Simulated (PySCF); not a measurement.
Positional isomers: propene methyl+boryl. All species are isolated molecules in the gas phase. One relaxed conformer stands for each flexible species; it need not be the lowest. Strings in code marks are SMILES. All members: neutral, multiplicity 1. Level: M06-2X/def2-TZVP (PySCF). Delta-SCF ions had no search for a lower state.  The removal energy is E(N − 1 electrons) − E(N electrons) at the parent's geometry; ε(HOMO) is measured against the vacuum level.

| species | −ε(HOMO) (eV) | vertical ionisation energy (Delta-SCF) (eV) |
|---|---|---|
| `BCC(=C)C` (H–B–C–C torsion 15°, B–C–C–C torsion 110°) | 8.13 | 9.13 |
| `BC/C=C\C` (H–B–C–C torsion 141°, B–C–C–C torsion -37°) | 8.24 | 9.27 |
| `B/C(C)=C\C` (H–B–C–C torsion 179°) | 8.54 | withheld |
| `BC=C(C)C` (H–B–C–C torsion 0°) | 8.74 | 9.66 |
| `B/C=C\CC` (H–B–C–C torsion -180°, C–C–C–C torsion -118°) | 9.03 | 9.98 |
| `BC(=C)CC` (H–B–C–C torsion 3°, C–C–C–C torsion -112°) | 9.05 | 10.00 |
| `B/C=C/CC` (H–B–C–C torsion 0°, C–C–C–C torsion 121°) | 9.08 | 10.03 |

### Question
Fit vertical ionisation energy (Delta-SCF) = a + b·x to the 6 complete rows by least squares, with x = −ε(HOMO) in eV. Give a, b and the rms residual, and predict the withheld value.

### Answer
Means of the 6 rows: x̄ = 8.7117, ȳ = 9.6783 eV. Σ(x − x̄)² = 0.91308 and Σ(x − x̄)(y − ȳ) = 0.84542, so b = 0.926 and a = ȳ − b·x̄ = 1.611 eV. The rms residual is 0.023 eV. At x = 8.54 the line gives 9.52 eV. The run for `B/C(C)=C\C` (H–B–C–C torsion 179°) gave 9.49 eV, so the line is off by 0.03 eV, within twice the rms residual.

Codes: PySCF.
